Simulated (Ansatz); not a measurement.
The cluster Si₃Au⁺. The state is a quintet with charge 1. Geometry r2SCAN-D4/def2-SVP; atoms count from 1.

```csv
atom,x (Å),y (Å),z (Å)
Au1,-0.862,1.400,0.062
Si2,1.328,0.732,0.847
Si3,-1.035,-0.630,-1.245
Si4,0.569,-1.502,0.335
```

In the def2 sets Au takes a core potential; there is no spin–orbit coupling. At PBE0-D4/def2-TZVP a singlet of charge 1 lies 1.77 eV below the quintet, each at its own geometry. The structure comes from a short search, and lower isomers may exist.

(1) Estimate the Mulliken populations from the PBE0/def2-TZVP orbitals of Ansatz.

(2) Where does the spin sit?

(3) And the Mayer bond orders between bonded heavy atoms (over 0.3)?

Results:

(1) 
| atom | charge (e) | spin (α − β) | d electrons |
| --- | --- | --- | --- |
| Au1 | 0.56 | 0.21 | 9.47 |
| Si2 | 0.06 | 1.18 | – |
| Si3 | 0.06 | 1.18 | – |
| Si4 | 0.31 | 1.43 | – |
Mulliken values and Mayer orders depend strongly on the basis.

(2) Summed by element: Au 0.21, Si 3.79, of 4 unpaired in all. Largest on single atoms: Si4 1.43, Si2 1.18, Si3 1.18.

(3) Au1–Si2 0.79 (2.42 Å); Au1–Si3 0.79 (2.42 Å); Si2–Si4 1.08 (2.41 Å); Si3–Si4 1.08 (2.41 Å). Values over 0.3 also appear between atoms too far apart for a bond (Si2–Si3 0.41 at 3.44 Å); they arise where an orbital or an unpaired electron spreads over both atoms.
